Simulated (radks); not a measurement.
Task: These are the eigenvalues of the occupied orbitals of an atom or ion with whole-number occupations (Ry). Method: Dirac Kohn-Sham, relativistic LDA (MacDonald-Vosko exchange, VWN5 correlation), spin-unpolarised, spherical densities, finite nucleus; Fermi nuclear charge, rms radius of each element as measured or else 0.836 A^(1/3) + 0.57 fm; computed with a radial shooting solver on a logarithmic mesh with Libxc functionals.

1s1/2: -6160.142
2s1/2: -1425.549
2p1/2: -1391.738
2p3/2: -1261.976
3s1/2: -590.4072

Which element is it, and in what charge state? The configuration may be excited. Open shells, if any, fill j = l - 1/2 first.

Result: Z = 78, platinum, charge +67: Pt67+ in [Ne] 3s1. The list shows which subshells hold electrons but not how many an open one holds; the 1s level, -3080.1 hartree, gives Z - s = 78.5 by -(Z - s)^2/2, which with screening and relativity narrows Z to a few neighbours, and the depths of the outer levels then fix element, charge and occupations together.
